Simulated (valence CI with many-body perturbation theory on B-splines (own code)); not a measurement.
# Se¹⁹⁺: electric-dipole lines

Method: valence CI with perturbative core correlation (CI+MBPT): five valence electrons over a frozen Dirac-Fock core [Ne], a basis of 11 s, 11 p, 10 d, 8 f, 5 g, 2 h functions for each j, with the one-electron correlation potential Σ1, the two-electron term Σ2, the three-electron term Σ3, Breit, model QED; selected CI, second order for the rest, scaled by the run's own slope (own B-spline code, finite nucleus).

No measured spectrum was set against this ion. As an estimate, levels of excited configurations hold to 0.05 to 0.15 % of their energy, terms of the ground configuration to about 0.5 %. Among the levels kept, up to 3400 cm⁻¹ of a level comes from second order outside the variational space, and about a tenth of that is noise between levels of different J, which matters for small intervals.

Lines 151 to 200 of 592 in falling wavelength, among levels below 1735300 cm⁻¹, chosen from the strongest by gf and those to the six lowest levels. Wavelengths and rates use the calculated energies, so an error of 300 cm⁻¹ moves a line at 155.9 Å by 0.047 % and its rate by three times that or more. Electric multipoles are in the length gauge, E1 and E2 with the static RPA response of the core. Weak lines are less certain than strong ones. Lines between different terms over intervals too small for the method are left out, as are lines whose strength nearly cancels. Where a level lies close to another of its J and parity, the split of strength between their lines is uncertain. The highest levels of a list are the least certain.

Names give the largest LS component (configuration and term), which can be under half, so a name can repeat, a term be missing and a line seem to break the LS rules; names also repeat where a configuration has a term twice. Letters in brackets count levels of one name in rising energy.

| λ vac (Å) | Upper | Lower | A (s⁻¹) | S (a.u.) |
| --- | --- | --- | --- | --- |
| 155.9 | 3s.3p3.3d 2D°_3/2 [e] | 3s2.3p2.3d 2P_1/2 [b] | 2.52e+10 | 1.88e-01 |
| 155.5 | 3s2.3p.3d2 4D°_5/2 [b] | 3s2.3p2.3d 2P_3/2 [b] | 1.12e+10 | 1.25e-01 |
| 155.0 | 3s.3p3.3d 2F°_5/2 [c] | 3s2.3p2.3d 2G_7/2 | 1.39e+10 | 1.53e-01 |
| 155.0 | 3s2.3p.3d2 4G°_11/2 | 3s2.3p2.3d 2G_9/2 | 2.82e+09 | 6.21e-02 |
| 154.8 | 3s.3p3.3d 2G°_9/2 [b] | 3s2.3p2.3d 2F_7/2 [a] | 7.59e+09 | 1.39e-01 |
| 154.6 | 3s2.3p2.3d 4P_3/2 | 3s2.3p3 2P°_3/2 | 1.03e+09 | 7.48e-03 |
| 154.3 | 3s2.3p.3d2 2G°_9/2 [a] | 3s2.3p2.3d 2F_7/2 [b] | 9.97e+09 | 1.81e-01 |
| 154.1 | 3s2.3p.3d2 2P°_3/2 [a] | 3s2.3p2.3d 2D_3/2 [c] | 1.02e+10 | 7.35e-02 |
| 154.1 | 3s.3p3.3d 2F°_7/2 [b] | 3s2.3p2.3d 2F_7/2 [a] | 8.71e+09 | 1.26e-01 |
| 154.0 | 3s.3p3.3d 2P°_3/2 [c] | 3s.3p4 2P_3/2 | 1.76e+10 | 1.27e-01 |
| 153.9 | 3s.3p3.3d 2F°_5/2 [c] | 3s.3p4 2P_3/2 | 9.09e+09 | 9.81e-02 |
| 153.8 | 3s2.3p.3d2 2G°_7/2 [a] | 3s2.3p2.3d 2D_5/2 [b] | 1.40e+10 | 2.00e-01 |
| 153.7 | 3s.3p3.3d 4D°_3/2 [c] | 3s2.3p2.3d 4F_3/2 | 6.85e+09 | 4.91e-02 |
| 153.7 | 3s.3p4 2S_1/2 | 3s2.3p3 4S°_3/2 | 2.08e+09 | 7.44e-03 |
| 153.6 | 3s.3p3.3d 2D°_3/2 [e] | 3s2.3p2.3d 2D_3/2 [b] | 3.10e+10 | 2.22e-01 |
| 153.5 | 3s.3p3.3d 2F°_5/2 [a] | 3s2.3p2.3d 2F_5/2 | 6.19e+09 | 6.63e-02 |
| 153.3 | 3s2.3p2.3d 4P_1/2 | 3s2.3p3 2P°_3/2 | 4.55e+09 | 1.62e-02 |
| 153.3 | 3s2.3p2.3d 4D_5/2 | 3s2.3p3 2D°_5/2 | 1.31e+09 | 1.40e-02 |
| 153.3 | 3s.3p3.3d 4D°_5/2 [a] | 3s.3p4 4P_5/2 | 5.55e+08 | 5.92e-03 |
| 153.3 | 3s2.3p.3d2 4D°_5/2 [b] | 3s2.3p2.3d 2F_7/2 [b] | 9.59e+09 | 1.02e-01 |
| 153.2 | 3s.3p3.3d 2D°_5/2 [g] | 3s2.3p2.3d 2P_3/2 [b] | 3.40e+10 | 3.63e-01 |
| 153.1 | 3s2.3p.3d2 2F°_5/2 [b] | 3s2.3p2.3d 2D_5/2 [d] | 6.30e+09 | 6.69e-02 |
| 152.6 | 3s2.3p.3d2 4G°_9/2 | 3s2.3p2.3d 4D_7/2 | 5.05e+09 | 8.86e-02 |
| 152.6 | 3s.3p3.3d 2F°_7/2 [d] | 3s2.3p2.3d 2G_9/2 | 5.79e+10 | 8.12e-01 |
| 152.4 | 3s.3p3.3d 2D°_3/2 [c] | 3s2.3p2.3d 4D_5/2 | 1.21e+10 | 8.44e-02 |
| 151.3 | 3s.3p3.3d 2D°_5/2 [e] | 3s2.3p2.3d 2G_7/2 | 2.63e+10 | 2.70e-01 |
| 151.3 | 3s.3p3.3d 2D°_5/2 [b] | 3s2.3p2.3d 2P_3/2 [a] | 1.22e+10 | 1.25e-01 |
| 151.3 | 3s2.3p.3d2 4F°_7/2 | 3s2.3p2.3d 2D_5/2 [a] | 9.82e+09 | 1.34e-01 |
| 151.1 | 3s.3p3.3d 2D°_5/2 [g] | 3s2.3p2.3d 2F_7/2 [b] | 1.34e+10 | 1.37e-01 |
| 151.1 | 3s.3p3.3d 2F°_7/2 [b] | 3s2.3p2.3d 4F_7/2 | 6.62e+09 | 9.02e-02 |
| 151.0 | 3s2.3p2.3d 4F_3/2 | 3s2.3p3 4S°_3/2 | 1.38e+09 | 9.40e-03 |
| 151.0 | 3s.3p3.3d 4D°_5/2 [d] | 3s2.3p2.3d 2F_7/2 [a] | 1.02e+10 | 1.04e-01 |
| 150.9 | 3s2.3p.3d2 2F°_5/2 [a] | 3s2.3p2.3d 2D_3/2 [a] | 7.82e+09 | 7.96e-02 |
| 150.8 | 3s.3p3.3d 4D°_7/2 [d] | 3s2.3p2.3d 4F_9/2 | 3.15e+10 | 4.26e-01 |
| 150.7 | 3s2.3p2.3d 4D_1/2 [b] | 3s2.3p3 2D°_3/2 | 3.97e+09 | 1.34e-02 |
| 150.6 | 3s.3p3.3d 4D°_5/2 [e] | 3s2.3p2.3d 4D_3/2 | 7.20e+09 | 7.28e-02 |
| 150.3 | 3s.3p3.3d 4D°_7/2 [a] | 3s.3p4 4P_5/2 | 1.10e+08 | 1.47e-03 |
| 150.2 | 3s.3p3.3d 2D°_5/2 [e] | 3s.3p4 2P_3/2 | 4.52e+09 | 4.54e-02 |
| 150.0 | 3s.3p3.3d 2F°_7/2 [b] | 3s2.3p2.3d 2F_5/2 | 8.95e+09 | 1.19e-01 |
| 149.7 | 3s.3p4 2P_3/2 | 3s2.3p3 2P°_1/2 | 2.39e+09 | 1.58e-02 |
| 149.6 | 3s.3p3.3d 4D°_5/2 [e] | 3s2.3p2.3d 2F_7/2 [a] | 7.61e+09 | 7.55e-02 |
| 149.4 | 3s2.3p.3d2 4D°_5/2 [a] | 3s2.3p2.3d 4P_3/2 | 6.31e+09 | 6.23e-02 |
| 149.3 | 3s.3p3.3d 2F°_5/2 [c] | 3s2.3p2.3d 4D_7/2 | 3.51e+10 | 3.46e-01 |
| 149.1 | 3s2.3p.3d2 4G°_7/2 | 3s2.3p2.3d 4D_5/2 | 9.29e+09 | 1.22e-01 |
| 148.7 | 3s2.3p.3d2 4D°_5/2 [b] | 3s2.3p2.3d 2D_5/2 [c] | 1.08e+10 | 1.05e-01 |
| 148.5 | 3s.3p3.3d 2F°_7/2 [d] | 3s2.3p2.3d 2G_7/2 | 5.20e+09 | 6.73e-02 |
| 148.4 | 3s.3p3.3d 2D°_5/2 [f] | 3s2.3p2.3d 2D_5/2 [a] | 2.33e+10 | 2.25e-01 |
| 148.4 | 3s.3p3.3d 2D°_3/2 [b] | 3s.3p4 2S_1/2 | 1.39e+10 | 8.98e-02 |
| 148.2 | 3s2.3p.3d2 2F°_7/2 [a] | 3s2.3p2.3d 2D_5/2 [a] | 1.56e+10 | 2.01e-01 |
| 148.1 | 3s.3p3.3d 4D°_5/2 [d] | 3s2.3p2.3d 4F_7/2 | 1.43e+10 | 1.37e-01 |
